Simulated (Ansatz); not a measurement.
A nudged elastic band was laid between two geometries of BFH4O2Si (9 atoms, charge 0, multiplicity 1).

Computed with Ansatz, RKS r2SCAN/def2-SVP.

```json
{"movable images": "5", "climbing image": "yes", "spring": "5.0 eV/Å²", "optimiser": "quadratic models (default)", "start path": "through a guess of the saddle point", "force threshold": "0.03 eV/Å", "iteration limit": "60", "end points": "relaxed"}
```

Initial state:

```xyz
9
Properties=species:S:1:pos:R:3
B 0.041 1.073 1.565
O 0.482 0.677 0.346
Si -0.153 -0.334 -0.803
O 0.929 -1.553 -0.968
F -0.263 0.502 -2.180
H 0.734 1.834 2.196
H -1.022 0.664 1.991
H -1.515 -0.768 -0.437
H 0.854 -2.141 -1.728
```

Final state:

```xyz
9
Properties=species:S:1:pos:R:3
B -0.111 1.034 1.534
O 0.100 0.333 0.399
Si -1.085 -0.243 -0.758
O 0.541 -1.405 -1.384
F -0.727 0.819 -1.960
H 0.850 1.337 2.208
H -1.239 1.344 1.869
H 1.259 -0.958 -0.893
H 0.499 -2.309 -1.033
```

Q: What changes between the two ends?

A: Bonds broken: Si3–H8. Bonds formed: O4–H8.

Q: What energy profile does the band end with?

A: The forces met the threshold. The highest image is number 2 of 0 to 6, 315.5 kJ/mol above the first end and 112.3 kJ/mol above the last; the last end lies 203.2 kJ/mol above the first. The profile has 2 maxima (images 2, 5) with wells between them (image 3): this band takes more than one step, which may be the mechanism or a detour left from its start path. Neighbouring images differ by up to 2.6 eV, so the band resolves the path poorly. A vibrational analysis at the climbing image gives one clearly imaginary mode, 1352i cm⁻¹: a first-order saddle point. The orbitals stay closed-shell, which can raise the energy where a bond breaks towards radicals; this wasn't checked here.

```
image  path coordinate (Å)  energy (kJ/mol)  Si3–H8 (Å)  O4–H8 (Å)
    0                 0.00              0.0        1.48       2.62
    1                 0.84             62.0        1.47       2.17
    2                 1.67            315.5        1.63       1.30
    3                 2.88            205.1        2.62       0.97
    4                 4.09            211.9        2.69       0.97
    5                 5.31            212.1        2.61       0.97
    6                 6.52            203.2        2.45       0.98
```

Q: What is the geometry of the highest image?

A: 
```xyz
9
Properties=species:S:1:pos:R:3:forces:R:3
B 0.056 1.218 1.604 0.00 0.00 0.00
O 0.321 0.820 0.334 0.01 0.00 0.00
Si -0.542 -0.136 -0.743 -0.01 0.01 -0.01
O 0.533 -1.652 -0.845 0.01 -0.01 0.00
F -0.197 0.531 -2.191 0.00 0.00 0.00
H 0.909 1.851 2.182 0.00 0.00 0.00
H -1.005 0.942 2.125 0.00 0.00 0.00
H -0.760 -1.750 -0.719 0.00 0.00 0.00
H 0.774 -1.871 -1.766 0.00 0.00 0.00
```

The run took 2.2 min on 2 threads of INTEL(R) XEON(R) PLATINUM 8581C CPU @ 2.30GHz (Emerald Rapids), on a shared host, peak memory 0.17 GiB.
